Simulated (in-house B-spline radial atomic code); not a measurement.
**B97-1 excitations of As VI (As5+)**

Method: B97-1. Computed with an all-electron radial atomic-structure program (B-spline basis): linear response of the closed shell [Ar] 3d10 with the functional's adiabatic kernel; scalar-relativistic (spin-free one-electron X2C), finite nucleus, no spin-orbit coupling, no double excitations, S, P, D and F terms only. Only terms of natural parity with L up to 3 were computed.

Command:
```bash
python run_td.py task.json out
```
Settings (radii: box in bohr, nucleus in fm):
```
Z                        33
electrons                28
configuration            [Ar] 3d10
hamiltonian              x2c
method                   b97_1
box_radius               16.35
rms_radius               4.0968
intervals                71
```

Time taken, with all properties: 2.1 s on 1 thread of Arm Neoverse N1, with other jobs on the host.

The lowest states, in the order of their Tamm-Dancoff energies; the method's threshold (minus the highest occupied level) is 110.83 eV. Labels give the largest channel, * marks a mixed state, and oscillator strengths are full-response dipole values. Semilocal kernels can invert the small singlet-triplet splittings of Rydberg terms. Energies in eV:

```csv
state,full response,Tamm-Dancoff,oscillator strength
3d → 4s 3D,38.48,38.50,-
3d → 4s 1D,?,?,-
3d → 4p 3P,51.69,51.71,-
3d → 4p 3F,51.86,51.88,-
3d → 4p 1F,?,?,-
3d → 4p 1P,53.23,53.31,0.56
3d → 4d 3S,70.51,70.55,-
3d → 4d 3D,71.37,71.38,-
3d → 4d 1D,71.97,71.98,-
3d → 4d 1S,76.28,76.91,-
```

(1) Where does 3d → 4p 1F lie?

(2) Where does 3d → 4s 1D lie?

(3) How large is the singlet-triplet splitting of 3d → 4s (D terms) in Tamm-Dancoff?

(4) What polarisabilities and dispersion coefficient does the method give?

Results:

(1) At 52.15 eV in full response, 52.15 eV in Tamm-Dancoff.

(2) At 39.03 eV in full response, 39.04 eV in Tamm-Dancoff.

(3) 0.546 eV, from the unrounded values.

(4) Dipole 0.5492 bohr³, quadrupole 0.6389 bohr⁵, C6 0.9116 hartree·bohr⁶ for two such species.
